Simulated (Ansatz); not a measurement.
Consider the ligand exchange at the Si–C bond: `C#C[SiH2]CCl` + HBr → `ClC[SiH2]Br` + acetylene.

Calculated with Ansatz (gas phase, PBE0-D4/def2-TZVP geometries, no zero-point term in ΔE). CBS: MP2 limit from def2 TZ/QZ plus the TZ coupled-cluster correction, frozen cores. This one scheme is used for every species. DFT in def2-TZVPP. B3LYP here is the variant with VWN-RPA as its local correlation; programs differ in this. For Br outer-core shells are correlated without core-valence functions, which leaves a few kJ/mol of doubt a bond. Scalar relativity is left out up to krypton. One conformer a species, not always the lowest.

```tsv
level	ΔE (kJ/mol)	difference from CCSD(T)/CBS
PBE-D4	-52.8	5.1
B3LYP-D4	-53.1	4.8
ωB97X-V	-56.8	1.1
B2PLYP	-53.5	4.4
PBE	-52.8	5.1
r2SCAN	-54.7	3.2
CCSD/def2-TZVPP	-53.0	4.9
HF/def2-QZVPP	-59.6	-1.7
SCS-MP2/def2-QZVPP	-55.8	2.1
HF/CBS(def2)	-59.6	-1.7
CCSD(T)/CBS	-57.9	0
```

Largest T1 diagnostic among the species: 0.013.

In def2-TZVPP, CCSD(T) changes the Hartree–Fock value by +8.3 kJ/mol (the triples alone add +1.4 kJ/mol) and MP2 by +5.3 kJ/mol. From PBE to PBE0 (25 % exact exchange), in def2-TZVPP and without D4, ΔE moves by −3.5 kJ/mol.
